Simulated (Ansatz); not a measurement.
`O[B](F)[InH2]` and `OB(F)F` differ in one atom or group.

Ansatz, PBE0-D4/def2-TZVP geometries, multiplicity 1. Each molecule was computed in one conformer, which needn't be the lowest.

Elements past krypton have def2 core potentials.

| property | `O[B](F)[InH2]` |
| --- | --- |
| LUMO energy (PBE0/def2-TZVPP) / eV | -2.06 |
| LUMO energy (PBE/def2-TZVPP) / eV | -2.78 |
| HOMO–LUMO gap (B3LYP/def2-TZVPP) / eV | 4.92 |
| size of the dipole moment (ωB97M-V/def2-TZVPP) / D | 2.03 |
| ideal-gas entropy at 298 K and 1 bar (rigid rotor, harmonic PBE0-D4/def2-TZVP) / J/(mol·K) | 342 |
| HOMO energy (ωB97M-V/def2-TZVPP) / eV | -9.57 |

What does the change do to each property? (Estimate.)

Ansatz gave: 
```
                                                                                  property  `OB(F)F`  shift
                                                        LUMO energy (PBE0/def2-TZVPP) / eV      0.34   2.40
                                                         LUMO energy (PBE/def2-TZVPP) / eV     -0.49   2.29
                                                     HOMO–LUMO gap (B3LYP/def2-TZVPP) / eV     10.37   5.45
                                        size of the dipole moment (ωB97M-V/def2-TZVPP) / D      1.98  -0.05
ideal-gas entropy at 298 K and 1 bar (rigid rotor, harmonic PBE0-D4/def2-TZVP) / J/(mol·K)       272    -70
                                                     HOMO energy (ωB97M-V/def2-TZVPP) / eV    -13.22  -3.65
```

With PBE0 the HOMO falls by 3.29 eV and the LUMO rises by 2.40 eV, so the gap widens by about 5.69 eV. PBE moves the HOMO by -2.64 eV and ωB97M-V by -3.65 eV. The zero-point energy changes by -21.6 kJ/mol with -6 modes. Dipoles are sizes alone; their direction can turn. Modes under 60 cm⁻¹, often nearly free rotors, make the harmonic entropy too high.

B3LYP here is the variant with VWN-RPA as its local correlation; programs differ in this.
